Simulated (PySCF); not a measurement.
C3H6BF.
Numbering: `[F:1][BH:2][CH:3]1[CH2:4][CH2:5]1` (hydrogens: H6 on B2; H7 on C3; H8, H9 on C4; H10, H11 on C5)

Method: PySCF, PBE0-D3(BJ)/def2-SVP geometry optimisation, gas phase.

(1) What internal coordinates does the optimisation give?

Answers

(1) 
| bond | length (pm) |
| --- | --- |
| F1–B2 | 132.6 |
| B2–C3 | 153.6 |
| C3–C4, C3–C5 | 152.3 |
| C4–C5 | 147.7 |
| B2–H6 | 121.5 |
| C3–H7 | 109.5 |
| C4–H8, C5–H11 | 109.3 |
| C4–H9, C5–H10 | 109.4 |

Bonds in one row agree within 1 pm and their mean is given. A selection of angles:
| angle | degrees |
| --- | --- |
| F1–B2–C3 | 121.1 |
| F1–B2–H6 | 117.0 |
| C3–B2–H6 | 122.0 |
| B2–C3–C4 | 117.0 |
| B2–C3–H7 | 118.5 |
| C4–C3–C5 | 58.0 |
| C4–C3–H7 | 116.0 |
| C3–C4–C5 | 61.0 |
| C3–C4–H8 | 116.5 |
| C3–C4–H9 | 117.6 |
| C5–C4–H8 | 118.8 |
| C5–C4–H9 | 118.5 |
| H8–C4–H9 | 114.3 |
| C3–C5–H11 | 116.3 |

Torsions: F1–B2–C3–C4 -146° (anticlinal); B2–C3–C4–C5 -107° (anticlinal); B2–C3–C5–C4 106° (anticlinal).

B2 (three-coordinate boron) is planar (angles 122.0°, 121.1° and 117.0°, sum 360.0°, 0.00 Å off the plane of its three neighbours). The C–C distances run from 1.477 Å (C4–C5, drawn single) to 1.524 Å (C3–C4, drawn single), a spread of 0.047 Å. The 3-membered ring C3–C4–C5 has internal angles of 58.0° to 61.0°.

Point group: Cs (every atom within 0.08 Å of its image). Stationary, but not proved a minimum. One conformer, not necessarily the lowest.

Hardware: an Arm Neoverse V2 with one thread, shared host with 96 logical CPUs at a one-minute load of 16. Cost: 22 s wall, 0.47 GiB resident at most. That covers the optimisation of the geometry.
